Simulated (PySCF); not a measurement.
# Electron correlation in Eu (europium, neutral)

Starting occupation: [Xe] 4f7 6s2, 4f7/2 with m_j = -5/2, -3/2, -1/2, +1/2, +3/2, +5/2, +7/2. Calculation: PySCF 2.14, in x2c-TZVPall-2c with one added diffuse shell each of s, p, d, f type (12s12p11d5f1g, 147 functions); X2C-1e with screened-nucleus spin-orbit coupling, Gaussian nucleus. Frozen: [Ar] 3d10; 35 electrons correlated; the 18 highest virtual spinors left out.

MP2 pair energies summed by pair of shells (mhartree):

```
 pair   energy  share (%)
4d-4d  -161.73       15.1
4d-4f  -138.37       12.9
5p-5p  -120.43       11.3
4f-5p  -101.30        9.5
4f-4f   -92.48        8.6
4d-5p   -92.35        8.6
4d-4p   -78.40        7.3
4f-4p   -43.02        4.0
5p-5s   -33.92        3.2
5p-6s   -31.35        2.9
4d-5s   -25.19        2.4
4p-4p   -22.68        2.1
4f-5s   -21.58        2.0
4d-4s   -21.25        2.0
6s-6s   -17.96        1.7
4p-5p   -13.32        1.2
4p-4s   -10.89        1.0
4f-4s   -10.31        1.0
4f-6s    -9.54        0.9
4p-5s    -7.01        0.7
5s-5s    -5.97        0.6
4d-6s    -3.60        0.3
4s-5p    -2.20        0.2
4s-4s    -1.93        0.2
5s-6s    -1.61        0.2
4s-5s    -1.03        0.1
4p-6s    -0.51        0.0
4s-6s    -0.07        0.0
```

Total MP2 correlation energy: -1070.0 mhartree.

The GHF reference relaxed away from the jj start to a determinant that is no pure jj level (⟨S²⟩ = 15.71, ⟨J²⟩ = 15.76); the energies belong to that determinant.

This basis was not built for core-valence correlation, so the inner-shell part is incomplete.
